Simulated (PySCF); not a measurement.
## Small edits and their spectra

Starting compound: SMILES O=C1OCC=C1[SiH2]F, C$_{4}$H$_{5}$FO$_{2}$Si.

1H NMR (500 MHz, computed): δ 7.95 (m, 1H), 5.54 (m, 2H), 5.09 (m, 2H). 13C{1H} NMR (computed): δ 178.9 (C), 171.8 (CH), 139.2 (C), 77.5 (CH2).

PySCF calculation with GFN2-xTB geometry and shieldings: GIAO PBE0/pcSseg-1; one conformer, relativity neglected, isolated molecule, rapidly exchanging positions averaged.

δ = σ(ref) − σ, references computed at the same level: 1H (31.72 ppm), 13C (186.93 ppm) vs TMS. Splittings of carbon signals by F and P are missing where no couplings were computed. Where no couplings were computed, multiplicities follow the n + 1 count of equivalent neighbours, and m marks all less simple cases (inequivalent or close neighbours, rings, F or P nearby). Shifts are as computed. Against solution values, carbons near 30 ppm lie about +3 ppm off and those near 130 ppm about +5 ppm. Of 1211 compounds with measured shifts, 218 miss one by over three times the rms of a fit or turn the order of signals round; such compounds aren't used in these exercises.

(1) What are the spectra after this edit: CH2 inserted into a C-C bond, giving `O=C1CC([SiH2]F)=CCO1`?

(2) What are the spectra after this edit: CH2 inserted into a C-C bond, giving `O=C1OCCC=C1[SiH2]F`?

## Answers

(1) 1H NMR (500 MHz, computed): δ 6.74 (m, 1H), 5.31 (m, 2H), 4.97 (m, 2H), 3.21 (s, 2H). 13C{1H} NMR (computed): δ 172.3 (C), 148.4 (C), 147.3 (CH), 68.8 (CH2), 39.4 (CH2).

(2) 1H NMR (500 MHz, computed): δ 7.53 (m, 1H), 5.34 (m, 2H), 4.49 (m, 2H), 2.35 (m, 2H). 13C{1H} NMR (computed): δ 170.3 (C), 163.3 (CH), 137.7 (C), 67.8 (CH2), 29.3 (CH2).
